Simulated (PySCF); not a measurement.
Se(OMe)(SeH) (CH4OSe2), SMILES [SeH][Se]OC. The structure is a stationary point at PBE-D3(BJ)/def2-SVP. The values are those of a single conformer.

Computed equilibrium geometry at PBE-D3(BJ)/def2-SVP (PySCF confirms it by a frequency run) as a Z-matrix (one conformer of several):
```
C
H 1 1.1098
H 1 1.1139 2 109.08
H 1 1.1150 2 108.25 3 -118.01
O 1 1.4195 2 106.17 4 -120.13
Se 5 1.8413 1 115.01 2 -176.02
Se 6 2.3361 5 104.59 1 -74.04
H 7 1.4955 6 97.92 5 91.64
```
